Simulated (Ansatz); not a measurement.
# Heat of formation of BClF2 (chlorodifluoroborane) from total energies

The species is BClF2 (4 atoms), meant as a singlet with charge 0. As SMILES, `FB(F)Cl`. Geometry: relaxed at PBE0-D4/def2-TZVP.

Total energies at HSE06/aug-cc-pVDZ (Ansatz 0.2.0); the atoms run unrestricted:

| species | state | energy (Eh) |
| --- | --- | --- |
| BClF2 | singlet | -684.535187 |
| F | doublet | -99.642489 |
| B | doublet | -24.614541 |
| Cl | doublet | -459.984698 |

Harmonic wavenumbers at PBE0-D4/def2-TZVP, in cm⁻¹: 341, 424, 603, 701, 1261, 1458.

Measured heats of formation of the gaseous atoms at 298.15 K, in kJ/mol: F 79.4, B 570.3, Cl 121.3. Spin-orbit lowering of the atoms at 298 K (mean of the ground term's levels less their thermal mean, from spectra), in kJ/mol: F 1.29, B 0.00, Cl 3.44. Take 1 Eh = 2625.50 kJ/mol, 1 cm⁻¹ = 0.0119627 kJ/mol, RT = 2.479 kJ/mol.

Question: What heat of formation follows?

Answer: 
1. Electronic atomisation energy: 2 × (-99.642489) + (-24.614541) + (-459.984698) − (-684.535187) = 0.650970 Eh = 1709.1 kJ/mol.
2. Zero-point energy: half the sum of the wavenumbers, 2394 cm⁻¹ = 28.6 kJ/mol.
3. Thermal vibrational enthalpy, Σ hcν̃/(exp(hcν̃/kT) − 1): 2.5 kJ/mol. Translation, rotation and pV of a non-linear molecule: 4 RT = 9.9 kJ/mol.
4. The 4 free atoms carry 5/2 RT each: 24.8 kJ/mol.
5. Spin-orbit coupling lowers the free atoms by 2 × 1.29 + 0.00 + 3.44 = 6.0 kJ/mol.
6. Atomisation enthalpy at 298 K: 1709.1 − 6.0 − 28.6 − 2.5 − 9.9 + 24.8 = 1686.9 kJ/mol.
7. Sum of the atoms' heats of formation: 850.4 kJ/mol. Heat of formation: 850.4 − 1686.9 = -836.5 kJ/mol.

The tabulated value is -885.3 kJ/mol (NIST-JANAF tables; in doubt: it rests on an older heat of the boron atom), so this level is off by +48.8 kJ/mol, or 2.8 % of the atomisation enthalpy that the table implies (1735.7 kJ/mol). Anharmonicity and any spin-orbit splitting of the molecule are left out.
